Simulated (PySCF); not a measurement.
Si(H)(F)(Br)(vinyl) (C2H4BrFSi), SMILES C=C[SiH](F)Br.

The structure is a stationary point at PBE-D3(BJ)/def2-SVP. This is a generated structure with no PubChem entry under its InChIKey; it may be hypothetical. Other conformers were not sampled.

Computed with PySCF with TDDFT-PBE/def2-SVPD.

Vertical excitations. Isolated molecule, no solvent.

Computed UV-visible absorptions:
```json
[
 {"state": "S1", "energy (eV)": "5.10", "λ (nm)": "243", "f": "0.011", "main pairs": "HOMO→LUMO 79 %, HOMO−1→LUMO 19 %"},
 {"state": "S2", "energy (eV)": "5.37", "λ (nm)": "231", "f": "0.008", "main pairs": "HOMO−2→LUMO 68 %, HOMO−1→LUMO 28 %"},
 {"state": "S3", "energy (eV)": "6.34", "λ (nm)": "196", "f": "0.044", "main pairs": "HOMO−3→LUMO 64 %, HOMO−1→LUMO 10 %, HOMO→LUMO+1 10 %"},
 {"state": "S4", "energy (eV)": "6.41", "λ (nm)": "193", "f": "0.031", "main pairs": "HOMO→LUMO+1 59 %, HOMO−3→LUMO 25 %"},
 {"state": "S5", "energy (eV)": "6.45", "λ (nm)": "192", "f": "0.158", "main pairs": "HOMO→LUMO+1 30 %, HOMO−1→LUMO 19 %, HOMO−2→LUMO 11 %, HOMO−1→LUMO+2 10 %"},
 {"state": "S6", "energy (eV)": "6.67", "λ (nm)": "186", "f": "0.001", "main pairs": "HOMO−1→LUMO+1 87 %"},
 {"state": "S7", "energy (eV)": "6.80", "λ (nm)": "182", "f": "0.003", "main pairs": "HOMO→LUMO+2 47 %, HOMO−4→LUMO 28 %, HOMO−2→LUMO+1 20 %"},
 {"state": "S8", "energy (eV)": "6.97", "λ (nm)": "178", "f": "0.018", "main pairs": "HOMO−4→LUMO 35 %, HOMO−1→LUMO+2 32 %, HOMO→LUMO+2 20 %, HOMO−2→LUMO+2 6 %"},
 {"state": "S9", "energy (eV)": "6.98", "λ (nm)": "178", "f": "0.075", "main pairs": "HOMO−2→LUMO+1 60 %, HOMO→LUMO+2 14 %"},
 {"state": "S10", "energy (eV)": "7.19", "λ (nm)": "172", "f": "0.046", "main pairs": "HOMO−2→LUMO+2 60 %, HOMO−1→LUMO+2 28 %"},
 {"state": "T1", "energy (eV)": "4.17", "λ (nm)": "297", "f": "0", "main pairs": "HOMO−1→LUMO 48 %, HOMO→LUMO 33 %, HOMO−2→LUMO 16 %"},
 {"state": "T2", "energy (eV)": "4.93", "λ (nm)": "251", "f": "0", "main pairs": "HOMO→LUMO 65 %, HOMO−1→LUMO 29 %"},
 {"state": "T3", "energy (eV)": "5.27", "λ (nm)": "235", "f": "0", "main pairs": "HOMO−2→LUMO 78 %, HOMO−1→LUMO 21 %"},
 {"state": "T4", "energy (eV)": "5.91", "λ (nm)": "210", "f": "0", "main pairs": "HOMO−3→LUMO 97 %"}
]
```
Triplets are in the Tamm–Dancoff approximation, which puts them higher than full response would, so one can lie above its singlet here.
